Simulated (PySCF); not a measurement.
C2H5NO2Si.

```xyz
11

Si     0.7872    -0.5322     0.0000
N      0.2930     1.1088     0.0000
C     -0.1648     2.2171     0.0000
O     -0.5953     3.3059     0.0000
O     -0.5923    -1.4485     0.0000
C     -0.6336    -2.8579     0.0000
H      1.5995    -0.7879     1.2206
H      1.5995    -0.7879    -1.2206
H     -0.1460    -3.2862    -0.8959
H     -1.6869    -3.1773     0.0000
H     -0.1460    -3.2862     0.8959
```

Geometry: B3LYP-D3(BJ)/def2-SVP. Other conformers were not sampled.

Computed with PBE/pcSseg-1 (PySCF). Non-relativistic, no solvent.

Computed absolute GIAO shielding of each atom: isotropic value and principal components (ppm):
| atom | σ(iso) | σ11 | σ22 | σ33 | span |
|---|---|---|---|---|---|
| Si1 | 384.3 | 348.4 | 369.4 | 435.0 | 86.6 |
| N2 | 215.1 | 141.1 | 177.1 | 327.3 | 186.2 |
| C3 | 58.3 | -49.7 | -47.4 | 272.0 | 321.7 |
| O4 | 183.3 | 89.1 | 94.0 | 366.8 | 277.6 |
| O5 | 305.2 | 268.2 | 303.8 | 343.6 | 75.4 |
| C6 | 126.5 | 97.1 | 102.0 | 180.4 | 83.3 |
| H7 | 26.1 | 23.0 | 24.4 | 31.0 | 8.1 |
| H8 | 26.1 | 23.0 | 24.4 | 31.0 | 8.1 |
| H9 | 27.5 | 23.6 | 25.2 | 33.7 | 10.0 |
| H10 | 27.3 | 23.4 | 25.1 | 33.3 | 9.9 |
| H11 | 27.5 | 23.6 | 25.2 | 33.7 | 10.0 |
